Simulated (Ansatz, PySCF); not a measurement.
Reaction (SMILES): O=BCl -> O=BCl as doublet, charge -1 (an electron is taken up)
Each molecule is optimised on its own at B3LYP-D3(BJ)/def2-TZVP (Ansatz, a quantum-chemistry and plane-wave program).

Quantity: adiabatic electron affinity (electronic energy difference), positive where the reaction releases energy, in eV. Correlated levels leave the core frozen unless marked. UHF or UKS for open shells. No spin-orbit coupling. No relativistic terms. Anions need diffuse functions: aug- sets have them; def2-D sets add few; the other sets have none. CBS marks a two-point X^-3 extrapolation of the correlation energy; Hartree-Fock from the larger set. The bracket is a focal-point correction in the basis named.

```json
[
 {"level": "BLYP-D3(BJ)/def2-TZVPD", "program": "Ansatz + dftd3", "adiabatic electron affinity (eV)": "0.17"},
 {"level": "BLYP/def2-TZVPD", "program": "Ansatz", "adiabatic electron affinity (eV)": "0.17"},
 {"level": "revPBE-D4/def2-TZVPD", "program": "Ansatz + dftd4", "adiabatic electron affinity (eV)": "0.25"},
 {"level": "PBE0/def2-QZVPP", "program": "Ansatz", "adiabatic electron affinity (eV)": "___"},
 {"level": "TPSSh/def2-TZVPD", "program": "PySCF", "adiabatic electron affinity (eV)": "___"},
 {"level": "M06-2X/def2-TZVPD", "program": "PySCF", "adiabatic electron affinity (eV)": "___"},
 {"level": "CAM-B3LYP-D4/def2-TZVPD", "program": "Ansatz + dftd4", "adiabatic electron affinity (eV)": "___"},
 {"level": "B2PLYP-D4/def2-TZVPD", "program": "Ansatz + dftd4", "adiabatic electron affinity (eV)": "0.07"},
 {"level": "RPA@PBE/cc-pV(Q+d)Z", "program": "Ansatz", "adiabatic electron affinity (eV)": "0.32"},
 {"level": "RI-MP2/CBS(aug-cc-pV(T+d)Z,aug-cc-pV(Q+d)Z)+[CCSD(T)-MP2]/aug-cc-pV(T+d)Z", "program": "Ansatz", "adiabatic electron affinity (eV)": "0.09"}
]
```

Question: Some entries are withheld; supply them.

Answer: 
- PBE0/def2-QZVPP, adiabatic electron affinity (eV): 0.10
- TPSSh/def2-TZVPD, adiabatic electron affinity (eV): 0.22
- M06-2X/def2-TZVPD, adiabatic electron affinity (eV): 0.15
- CAM-B3LYP-D4/def2-TZVPD, adiabatic electron affinity (eV): 0.21
